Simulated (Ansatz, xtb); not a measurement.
Breaking a bond: MgH, doublet.

UCCSD(T) = CCSD(T) on UHF/aug-cc-pVTZ, frozen core in Ansatz (a program for electronic structure); UCCSD = CCSD on UHF/aug-cc-pVTZ, frozen core (Ansatz); ROCCSD = CCSD on ROHF/aug-cc-pVTZ, frozen core in Ansatz; GFN1-xTB (xtb); ROCCSD(T) = CCSD(T) on ROHF/aug-cc-pVTZ, frozen core (Ansatz).

Energies are in kcal/mol, each relative to the lowest point of its own curve near equilibrium.

| R / Å | UCCSD(T) | UCCSD | ROCCSD | GFN1-xTB | ROCCSD(T) |
|---|---|---|---|---|---|
| 1.32 | 29.6 | 29.5 | 29.5 | 25.1 | 29.6 |
| 1.38 | 20.0 | 19.9 | 19.9 | (withheld) | 20.0 |
| 1.49 | 8.3 | 8.3 | 8.3 | 8.0 | 8.3 |
| 1.57 | 3.5 | 3.5 | 3.5 | 4.2 | 3.5 |
| 1.62 | 1.7 | 1.7 | 1.6 | (withheld) | 1.7 |
| 1.70 | 0.2 | 0.2 | 0.2 | 0.9 | 0.2 |
| 1.74 | 0.0 | 0.0 | 0.0 | 0.5 | 0.0 |
| 1.77 | 0.0 | 0.1 | 0.1 | (withheld) | 0.1 |
| 1.85 | 0.9 | 0.9 | 0.9 | 0.0 | 0.9 |
| 1.91 | 2.0 | 2.0 | 2.0 | (withheld) | 2.0 |
| 2.00 | 4.2 | 4.3 | 4.4 | 1.0 | 4.2 |
| 2.13 | 8.2 | 8.3 | 8.5 | 3.0 | 8.3 |
| 2.36 | 15.9 | 15.9 | 16.4 | (withheld) | 16.0 |
| 2.61 | 23.1 | 23.0 | 23.3 | 13.1 | 23.1 |
| 2.87 | 27.9 | 27.8 | 27.9 | (withheld) | 28.0 |
| 3.13 | 30.3 | 30.1 | 30.2 | 24.9 | 30.3 |
| 3.48 | 31.5 | 31.3 | 31.2 | 31.2 | 31.5 |
| 3.88 | 31.9 | 31.6 | 31.6 | 36.1 | 31.9 |
| 4.22 | 32.0 | 31.7 | 31.6 | — | 32.0 |
| 4.74 | 32.1 | 31.8 | 31.7 | — | 32.0 |
| 5.22 | 32.1 | 31.8 | 31.7 | — | 32.1 |
| 6.00 | 32.1 | 31.8 | 31.8 | — | 32.1 |
| 6.93 | 32.2 | 31.8 | 31.8 | — | 32.1 |

**Question.** Fill in the missing entries.

**Answer.** 
- 1.38, GFN1-xTB: 17.1
- 1.62, GFN1-xTB: 2.6
- 1.77, GFN1-xTB: 0.2
- 1.91, GFN1-xTB: 0.2
- 2.36, GFN1-xTB: 7.5
- 2.87, GFN1-xTB: 19.2

A dash means that the run gave no value there, or that the column was ended at a point which the program doubted or which failed a test of continuity chosen for this set; such a test can also cut sound points.

The unrestricted determinant behind UCCSD(T), UCCSD is spin-contaminated at 2.36 to 3.13 Å (<S²> up to 0.9, against 0.75 for a pure doublet). The T1 diagnostic of CCSD on the restricted reference of ROCCSD, ROCCSD(T) exceeds 0.045 at 2.00 to 3.13 Å.
